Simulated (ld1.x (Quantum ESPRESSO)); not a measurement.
## Pt, TM semilocal: configuration errors across variants

```
Element                 : platinum
Generator               : ld1.x (Quantum ESPRESSO) 7.5
Type                    : norm-conserving Troullier–Martins (semilocal form)
Functional              : LDA (PZ)
Relativity              : scalar-relativistic
Frozen core             : [Kr] 4d10 4f14 5s2
Valence charge          : 16
Reference configuration : 5p6 5d7 6s0 6p0 (charge +3)
Partial waves           : 6s (bound, empty): rc 2.25 bohr; 5d (bound): rc 1.75 bohr; 5p (bound): rc 1.20 bohr
Local potential         : the p channel
Core correction         : a·sin(br)/r model core inside 0.80 bohr
```

All-electron excitation energies from the reference (eV): (1) 5p6 5d9 6s1 6p0 -62.315; (2) 5p6 5d9 6s0 6p0 -52.771; (3) 5p6 5d8 6s0 6p0 -32.512; (4) 5p6 5d9 6s0.5 6p0 -58.455; (5) 5p6 5d8 6s1 6p1 -55.720; (6) 5p6 5d10 6s0 6p0 -62.262; (7) 5p6 5d8 6s2 6p0 -61.385; (8) 5p6 5d7 6s0 6p0 spin -1.387; (9) 5p6 5d9 6s1 6p0 spin -62.695.

Spin tests fill each open shell by Hund’s rule, majority spin first.

A semilocal file is local in each channel, so a ghost entry of none says nothing of the separable form that plane-wave codes build from it.

Errors AE − PS in meV (a dash: test not solved or not reliable):

```csv
change,(1),(2),(3),(4),(5),(6),(7),(8),(9),bound ghosts
base,+56,+0.9,+3.1,+33,+72,+0.1,+63,+12,+66,none
wave 5d (bound): rc 1.75 bohr becomes 5d (bound): rc 1.08 bohr,+53,-2.0,+1.6,+29,+71,-4.2,+61,+11,+63,none
wave 5d (bound): rc 1.75 bohr becomes 5d (bound): rc 1.30 bohr,+52,-2.9,+1.9,+28,+71,-6.9,+62,+19,+63,none
wave 5d (bound): rc 1.75 bohr becomes 5d (bound): rc 1.44 bohr,+53,-2.1,+2.3,+29,+71,-5.6,+62,+17,+64,none
wave 5d (bound): rc 1.75 bohr becomes 5d (bound): rc 1.62 bohr,+55,0.0,+2.9,+31,+72,-1.7,+63,+14,+65,none
wave 5d (bound): rc 1.75 bohr becomes 5d (bound): rc 1.80 bohr,+56,+0.9,+3.1,+33,+72,+0.1,+63,+12,+66,none
wave 5d (bound): rc 1.75 bohr becomes 5d (bound): rc 2.08 bohr,+47,-6.0,+1.7,+24,+68,-15,+58,+20,+57,none
wave 5d (bound): rc 1.75 bohr becomes 5d (bound): rc 2.30 bohr,+23,-20,-0.9,+4.3,+57,-49,+45,+33,+35,none
wave 5d (bound): rc 1.75 bohr becomes 5d (bound): rc 2.44 bohr,+3.8,-30,-1.9,-11,+48,-75,+32,+42,+17,none
wave 5d (bound): rc 1.75 bohr becomes 5d (bound): rc 2.66 bohr,-35,-44,-1.8,-38,+27,-124,+3.9,+58,-20,none
```

Problem. Give the same row for: wave 5d (bound): rc 1.75 bohr becomes 5d (bound): rc 2.00 bohr.

Solution. +52, -2.0, +2.5, +29, +71, -6.0, +61, +16, +63; bound ghosts: none.
